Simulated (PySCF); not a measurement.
Sn(H)(NH2)3 (H7N3Sn), SMILES [NH2][SnH]([NH2])[NH2].

The structure is a stationary point at PBE0-D3(BJ)/def2-SVP. The structure was generated by enumeration; whether it is a known compound was not checked. The def2 effective core potentials stand for the cores of Sn; spin–orbit coupling is left out. Other conformers were not sampled.

These are PBE0/def2-TZVP in PySCF values and carry that method's errors.

Gas-phase values at a fixed geometry.

Computed frontier levels, gap, dipole moment and polarisability:
```
Property                                                                                                        Value
---------------------------------------------------------------------------------------------  ----------------------
highest occupied level                                                                                       -7.17 eV
lowest empty level                                                                                           -0.05 eV
orbital gap                                                                                                   7.12 eV
dipole moment                                                                                                  1.33 D
quadrupole, principal values (traceless, Buckingham form, about the centre of nuclear charge)  -3.98, -2.28, 6.26 D·Å
mean static polarisability                                                                       62.3 bohr³ (9.24 Å³)
polarisability, principal values                                                               57.9, 63.1, 66.0 bohr³
```
